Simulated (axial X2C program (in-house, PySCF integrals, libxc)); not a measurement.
# Spin–orbit effects down a group: molecules with K, MP2

Computed with an axial X2C code built on PySCF integrals, spin-free (one-electron X2C) or two-component (2c: spin–orbit coupling with atomic mean-field Coulomb and Gaunt terms, which also bring small scalar terms), in Dyall basis sets with cores contracted in-house; open shells are unrestricted.

Basis sets: H dyall-v3z, K dyall-cv3z, Li dyall-cv3z, Na dyall-cv3z. Frozen shells (counts by l): KH K 2s1p, H none, 10 electrons correlated; LiK K 2s1p, Li 1s, 10 electrons correlated; NaK K 2s1p, Na 2s1p, 10 electrons correlated. Where the outer core of a metal is frozen, bonds come out longer and ionisation energies lower.

| molecule | spin-free state | Re (Å) | ωe (cm⁻¹) | De (eV) | 2c state | Re 2c (Å) | ωe 2c (cm⁻¹) | De 2c (eV) |
| --- | --- | --- | --- | --- | --- | --- | --- | --- |
| KH | M_S = 0, Λ = 0 | 2.227 | 1020.6 | 1.54 | Ω = 0 | 2.227 | 1020.6 | 1.54 |
| LiK | M_S = 0, Λ = 0 | 3.339 | 214.4 | 0.51 | Ω = 0 | 3.339 | 214.4 | 0.51 |
| NaK | M_S = 0, Λ = 0 | 3.527 | 125.8 | 0.42 | Ω = 0 | 3.527 | 125.8 | 0.42 |

(1) Work out the shifts from the spin-free to the two-component result.

Each entry is the lowest single determinant of a limited PBE0 search at one distance. De goes to single-determinant-based atoms at the same level (for ions the charge split of lowest energy) and is withheld (n/a) where an atom does not fit its ground term or J level. Main or longest-lived isotopes.

## Answers

(1) 

```tsv
molecule	2c state	ΔRe (Å)	Δωe (cm⁻¹)	ΔDe (eV)
KH	Ω = 0	0.000	0.0	0.00
LiK	Ω = 0	0.000	0.0	0.00
NaK	Ω = 0	0.000	0.0	0.00
```

Shifts of one unit in the last digit are rounding.
